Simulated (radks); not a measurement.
Values are calculated unless marked as measured or tabulated.
Task: These are the eigenvalues of the occupied orbitals of an atom or ion with whole-number occupations (eV). Level of theory: scalar-relativistic Kohn-Sham, AM05, spin-unpolarised, spherical densities, point nucleus (a radial shooting solver on a logarithmic mesh with Libxc functionals).

1s: -29015.68
2s: -4407.925
2p: -3961.876
3s: -875.2857
3p: -729.5158
3d: -504.7430
4s: -162.8637
4p: -118.3328
4d: -53.3494
5s: -30.9558
5d: -10.6468

Which element is it, and in what charge state? The configuration may be excited.

Result: Z = 50, tin, charge +2: Sn2+ in [Ar] 3d10 4s2 4p5 4d10 5s2 5d1. The list shows which subshells hold electrons but not how many an open one holds; the 1s level, -1066.3 hartree, gives Z - s = 46.2 by -(Z - s)^2/2, which with screening and relativity narrows Z to a few neighbours, and the depths of the outer levels then fix element, charge and occupations together.
